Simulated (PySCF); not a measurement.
alpha-isopropyl-beta-propiolactone, C₆H₁₀O₂.
Z-matrix (Å and degrees, GFN2-xTB geometry), rows numbered from 1:
```
C 
C   1  1.5265
C   2  1.5273  1  111.00
C   2  1.5291  1  109.36  3   121.94
C   4  1.5381  2  118.22  1   165.69
O   5  1.4393  4   90.36  2  -116.54
C   6  1.3568  5   92.60  4     0.86
O   7  1.1883  4  136.57  2   -60.42
H   1  1.0879  2  110.37  3   -57.70
H   1  1.0867  2  110.42  3  -177.63
H   1  1.0871  2  110.34  3    62.10
H   2  1.0961  1  108.77  3  -119.88
H   3  1.0871  2  110.08  1   -60.13
H   3  1.0879  2  110.38  1    59.41
H   3  1.0876  2  111.09  1   179.75
H   4  1.0911  2  110.25  1   -60.41
H   5  1.0902  4  116.78  2   129.51
H   5  1.0905  4  115.78  2    -3.21
```

A PySCF run (density fitting, gas phase, GFN2-xTB geometry) gave HOMO -9.11 eV, LUMO -2.14 eV, dipole 4.45 D.

**Question.** Which of these levels was it?
A. WP04/pcSseg-1
B. BP86/6-31G
C. PBE0/pcSseg-1
D. PBE0/def2-SVPD
E. HF/def2-SVPD

**Answer.** A. It is WP04/pcSseg-1. All candidates on this geometry:

```json
{"level and settings": "BP86/6-31G, grid level 1", "kind": "GGA", "basis functions": "92", "SCF cycles": "11", "E (Eh)": "-384.9727", "HOMO (eV)": "-6.30", "LUMO (eV)": "-0.92", "dipole (D)": "4.26"}
{"level and settings": "WP04/pcSseg-1", "kind": "global hybrid fitted to proton shifts", "basis functions": "186", "SCF cycles": "15", "E (Eh)": "-393.9470", "HOMO (eV)": "-9.11", "LUMO (eV)": "-2.14", "dipole (D)": "4.45"}
{"level and settings": "PBE0/def2-SVPD", "kind": "global hybrid", "basis functions": "246", "SCF cycles": "14", "E (Eh)": "-384.4044", "HOMO (eV)": "-8.06", "LUMO (eV)": "0.01", "dipole (D)": "4.30"}
{"level and settings": "PBE0/pcSseg-1", "kind": "global hybrid", "basis functions": "186", "SCF cycles": "14", "E (Eh)": "-384.6182", "HOMO (eV)": "-7.96", "LUMO (eV)": "0.20", "dipole (D)": "4.27"}
{"level and settings": "HF/def2-SVPD", "kind": "Hartree–Fock", "basis functions": "246", "SCF cycles": "11", "E (Eh)": "-382.4807", "HOMO (eV)": "-11.91", "LUMO (eV)": "2.41", "dipole (D)": "4.80"}
```

The nearest other candidate, by the summed differences of HOMO and LUMO, is PBE0/def2-SVPD: its HOMO differs by +1.05 eV and its LUMO by +2.15 eV. Cycle counts include a coarse-grid stage where the run had one. WP04 was designed for NMR shieldings or shifts; total energies of different functionals aren't comparable.
